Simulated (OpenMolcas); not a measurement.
## Ar³⁺: effect of the level shift or regulariser

```json
{
  "Program": "OpenMolcas 26.06",
  "Basis": "ANO-R3 [6s5p4d2f1g]",
  "Scalar Hamiltonian": "X2C, finite nucleus",
  "Active space": "3 electrons in 3 orbitals (3p)",
  "State averaging": "2S+1 = 4 odd, 1 root; 2S+1 = 2 odd, 8 roots",
  "Spin-orbit coupling": "RASSI with atomic mean-field integrals over the reference wave functions, term energies averaged over their components"
}
```

Methods on the same reference wave functions:
A. CASSCF
B. SS-CASPT2, IPEA 0.25 Eh, imaginary shift 0.1 Eh (closed shells correlated: 2s 2p 3s)
C. SS-CASPT2, IPEA 0.25 Eh, imaginary shift 0.3 Eh (closed shells correlated: 2s 2p 3s)

Energies in cm⁻¹ above 3s² 3p³ ⁴S°_3/2, the measured ground level; measured values from Saloman, J. Phys. Chem. Ref. Data 39, 033101 (2010).

```
          Level      A      B      C  Measured
3s² 3p³ ⁴S°_3/2    0.0    0.0    0.0       0.0
3s² 3p³ ²D°_3/2  25996  21410  21420     21091
3s² 3p³ ²D°_5/2  26087  21520  21520     21220
3s² 3p³ ²P°_1/2  43339  36330  36330     34855
3s² 3p³ ²P°_3/2  43460  36470  36470     35032
```

Deviations, from unrounded energies. A percentage is the sum of absolute deviations over the sum of measured energies, with the sign that they share, or ± where signs differ.

```
                        Against measurement  Levels      A     B     C
             mean absolute deviation (cm-1)       4   6700   890   890
other terms of the ground configuration (%)       4  +23.8  +3.2  +3.2
```

B, C lie about equally close to measurement and A furthest from it. The largest miss of B in the table is 3s² 3p³ ²P°_1/2, by +1500 cm-1. The ranking rests on the paired levels alone, and a cruder setting can come out closer through cancelling errors.

Between B and C no level of the table moves by more than 5 cm-1.

The two smallest mean deviations differ by little beside CASPT2's spread within terms, so their order carries little weight.

From A to B the spin-free energies of the other terms of 3s² 3p³ shown, above ⁴S°, scale by factors of 0.82 to 0.84.

The lowest spin-free term lies below A's lowest term by 0.369 hartree in B, 0.369 hartree in C.

Term energies are means over components that CASPT2 splits; among the terms shown or strongly mixed into the levels shown the widest spread is 180 cm-1 (3s² 3p³ ²D°, B). With the s shell closed, the reference lacks s² → p² mixing. Measured partners are found by configuration, term and J. A level has none where our copy of the source lacks it or the pairing is in doubt (some pairs that miss far off the trend of their configuration count as doubtful), and it then counts in no deviation. Only configurations of the active space appear.

° marks odd parity.
